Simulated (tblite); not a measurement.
Species: C₅H₁₀BrFGe.
Numbering: `[F:1][Ge@@H:2]1[CH2:3][CH2:4][CH2:5][C@@H:6]([Br:7])[CH2:8]1` (hydrogens: H9 on Ge2; H10, H11 on C3; H12, H13 on C4; H14, H15 on C5; H16 on C6; H17, H18 on C8)

Computed with GFN2-xTB (tblite), gas phase: L-BFGS steps from a force-field or distance-geometry start until the largest atomic force falls under 0.01 eV/Å.

The end geometry, which sets the zero of energy:
```
atom  x, y, z in Å
F1     -0.3104    2.9662    1.1906
Ge2     0.0341    1.7445   -0.0410
C3     -1.5690    0.5777   -0.1575
C4     -1.1864   -0.8169   -0.6496
C5     -0.0545   -1.4697    0.1469
C6      1.3114   -0.7955    0.0551
Br7     1.7987   -0.5181   -1.8338
C8      1.4020    0.5449    0.7605
H9      0.4537    2.6241   -1.1974
H10    -2.3438    0.9979   -0.7982
H11    -1.9797    0.5170    0.8538
H12    -2.0622   -1.4691   -0.5846
H13    -0.9025   -0.7677   -1.7029
H14     0.0495   -2.5017   -0.2005
H15    -0.3283   -1.5007    1.2066
H16     2.0774   -1.4799    0.4341
H17     1.1869    0.4094    1.8234
H18     2.4144    0.9441    0.6828
```

**Question.** These geometries come from the run, each turned onto the end geometry. Order them by energy, lowest first.
A.
```
atom  x, y, z in Å
F1     -0.2514    3.0090    1.1036
Ge2     0.0330    1.7547   -0.0980
C3     -1.5655    0.5812   -0.0935
C4     -1.1849   -0.7842   -0.6667
C5     -0.0591   -1.4747    0.1035
C6      1.2998   -0.7898    0.0939
Br7     1.8892   -0.5976   -1.7888
C8      1.3756    0.5698    0.7632
H9      0.4282    2.5685   -1.3071
H10    -2.4321    0.9777   -0.6234
H11    -1.8526    0.4602    0.9573
H12    -2.0550   -1.4480   -0.6372
H13    -0.9053   -0.6890   -1.7200
H14     0.0804   -2.4665   -0.3365
H15    -0.3515   -1.6072    1.1497
H16     2.0372   -1.4646    0.5404
H17     1.1046    0.4580    1.8198
H18     2.4006    0.9493    0.7281
```
B.
```
atom  x, y, z in Å
F1     -0.3371    2.9940    1.1368
Ge2     0.0331    1.7411   -0.0601
C3     -1.5655    0.5724   -0.1263
C4     -1.1866   -0.8052   -0.6646
C5     -0.0557   -1.4681    0.1237
C6      1.3113   -0.7963    0.0643
Br7     1.8357   -0.5427   -1.8175
C8      1.3958    0.5488    0.7630
H9      0.4720    2.5822   -1.2395
H10    -2.3804    1.0006   -0.7087
H11    -1.9154    0.4813    0.9066
H12    -2.0611   -1.4613   -0.6079
H13    -0.9081   -0.7254   -1.7178
H14     0.0566   -2.4938   -0.2383
H15    -0.3454   -1.5073    1.1766
H16     2.0673   -1.4797    0.4663
H17     1.1642    0.4187    1.8231
H18     2.4107    0.9470    0.7085
```
C.
```
atom  x, y, z in Å
F1     -0.1115    3.3297    0.6753
Ge2    -0.0029    1.7226   -0.0491
C3     -1.6131    0.5540    0.0879
C4     -1.1701   -0.7003   -0.6779
C5     -0.0404   -1.4682    0.0241
C6      1.3325   -0.7838    0.0846
Br7     2.0383   -0.5321   -1.7249
C8      1.3398    0.5345    0.8436
H9      0.2950    2.0999   -1.4879
H10    -2.5314    0.9756   -0.3259
H11    -1.8152    0.3038    1.1308
H12    -2.0195   -1.3723   -0.8126
H13    -0.8452   -0.4161   -1.6818
H14     0.0893   -2.4262   -0.4858
H15    -0.3515   -1.6643    1.0592
H16     2.0363   -1.4724    0.5579
H17     1.0147    0.3693    1.8771
H18     2.3462    0.9529    0.8937
```
D.
```
atom  x, y, z in Å
F1     -0.1409    3.1259    1.0006
Ge2     0.0092    1.7625   -0.1091
C3     -1.5705    0.5687   -0.0223
C4     -1.1800   -0.7644   -0.6652
C5     -0.0526   -1.5033    0.0651
C6      1.3067   -0.8028    0.1122
Br7     1.9785   -0.5932   -1.7275
C8      1.3325    0.5679    0.7653
H9      0.3578    2.4536   -1.4081
H10    -2.4619    0.9749   -0.4958
H11    -1.7966    0.4282    1.0374
H12    -2.0577   -1.4194   -0.6939
H13    -0.8698   -0.5871   -1.6984
H14     0.0883   -2.4675   -0.4335
H15    -0.3588   -1.7151    1.0949
H16     2.0308   -1.4691    0.5982
H17     1.0277    0.4835    1.8123
H18     2.3487    0.9630    0.7560
```
E.
```
atom  x, y, z in Å
F1     -0.3041    2.9730    1.1438
Ge2     0.0366    1.7551   -0.0825
C3     -1.5621    0.5722   -0.1194
C4     -1.1894   -0.8006   -0.6646
C5     -0.0567   -1.4691    0.1162
C6      1.3102   -0.7874    0.0751
Br7     1.8469   -0.5705   -1.8072
C8      1.3855    0.5632    0.7626
H9      0.4644    2.5911   -1.2741
H10    -2.3971    0.9902   -0.6773
H11    -1.8806    0.4741    0.9209
H12    -2.0609   -1.4593   -0.6115
H13    -0.9080   -0.7164   -1.7150
H14     0.0695   -2.4785   -0.2840
H15    -0.3566   -1.5517    1.1670
H16     2.0486   -1.4719    0.5054
H17     1.1404    0.4467    1.8224
H18     2.4047    0.9463    0.7105
```

**Answer.** B (0.007 eV), E (0.016 eV), A (0.027 eV), D (0.057 eV), C (0.165 eV).

In the order of the answer:

```tsv
step	E above end (eV)	largest force (eV/Å)	rms force component (eV/Å)	rms distance from end (Å)	rms bond change (Å)	bond most changed (Å)
40	0.007	0.10	0.028	0.046	0.002	Ge2–C3 -0.005
36	0.016	0.17	0.048	0.067	0.003	F1–Ge2 -0.007
33	0.027	0.21	0.060	0.105	0.004	C6–Br7 +0.012
26	0.057	0.13	0.042	0.195	0.002	F1–Ge2 -0.004
10	0.165	0.47	0.105	0.319	0.006	Ge2–C8 +0.015
```

What follows is the cost of the whole relaxation. Hardware: an Arm Neoverse V1 with one thread, shared host with 32 logical CPUs at a one-minute load of 9.6. Cost: 0.57 s of wall time.
